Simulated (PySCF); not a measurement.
**Spinor energies of Re²⁺ (rhenium, charge +2)**

Start: [Xe] 4f14 5d5; 5d3/2 filled at m_j = -3/2, -1/2, +1/2, +3/2; 5d5/2 filled at m_j = +5/2. Calculated with PySCF 2.14 in x2c-TZVPPall-2c (11s11p10d3f1g, 124 functions): generalised Hartree-Fock with the X2C-1e Hamiltonian and a Gaussian nucleus; one run each with spin-orbit coupling (SO) switched off, then screened by Boettger's factors.

| spinor shell | electrons | ε, spin-free (eV) | ε, screened SO (eV) | weight of nominal j (screened SO) | rms radius, screened SO (bohr) |
| --- | --- | --- | --- | --- | --- |
| 1s1/2 | 2 | -72085.5 | -72062.4 | 1.000 | 0.0204 |
| 2s1/2 | 2 | -12656.2 | -12649.0 | 1.000 | 0.0824 |
| 2p1/2 | 2 | -11052.1 | -12082.4 | 1.000 | 0.0700 |
| 2p3/2 | 4 | -11052.1 | -10637.0 | 1.000 | 0.0775 |
| 3s1/2 | 2 | -3006.8 | -3004.4 | 1.000 | 0.210 |
| 3p1/2 | 2 | -2525.7 | -2752.0 | 1.000 | 0.202 |
| 3p3/2 | 4 | -2525.7 | -2432.9 | 1.000 | 0.217 |
| 3d3/2 | 4 | -1973.7 | -2013.9 | 1.000 | 0.192 |
| 3d5/2 | 6 | -1973.7 | -1945.1 | 1.000 | 0.196 |
| 4s1/2 | 2 | -673.85 | -673.13 | 1.000 | 0.468 |
| 4p1/2 | 2 | -513.26 | -566.64 | 1.000 | 0.476 |
| 4p3/2 | 4 | -513.26 | -491.23 | 1.000 | 0.509 |
| 4d3/2 | 4 | -307.58 | -315.96 | 0.999 | 0.531 |
| 4d5/2 | 6 | -307.58 | -301.46 | 0.999 | 0.543 |
| 5s1/2 | 2 | -116.95 | -116.81 | 1.000 | 1.12 |
| 5p1/2 | 2 | -73.768 | -83.538 | 0.916 | 1.24 |
| 4f5/2 | 6 | -76.877 | -78.096 | 0.987 | 0.637 |
| 4f7/2 | 8 | -76.877 | -75.428 | 0.991 | 0.639 |
| 5p3/2 | 4 | -73.768 | -69.582 | 0.958 | 1.32 |
| 5d3/2 | 4 | -28.282 | -28.376 | 0.600 | 1.88 |
| 5d5/2 | 1 | -28.282 | -27.742 | 1.000 | 1.92 |

```json
{"quantity": "E (hartree)", "spin-free": "-16679.12458", "screened SO": "-16699.90399"}
{"quantity": "M_J", "spin-free": "5/2", "screened SO": "5/2"}
{"quantity": "⟨J²⟩", "spin-free": "8.756", "screened SO": "8.757"}
{"quantity": "⟨L²⟩", "spin-free": "0.000", "screened SO": "0.238"}
{"quantity": "⟨S²⟩", "spin-free": "8.756", "screened SO": "8.646"}
```

Each row is a mean over spinors that exchange with the open shell spreads, by up to 8.594 eV (5p3/2).

Rows whose weight is well below 1 are mixtures of j = l ± 1/2: exchange outweighs spin-orbit coupling there, and the label is only the starting occupation.

Breit and QED terms are absent; they matter most for the inner s and p1/2 levels.

Densities and radii are taken from the X2C orbitals without a picture-change correction, which distorts them close to the nucleus.

Without spin-orbit coupling the j labels of p, d and f shells carry no meaning; the spin-free column gives the mean over the occupied spinors of each nl shell.
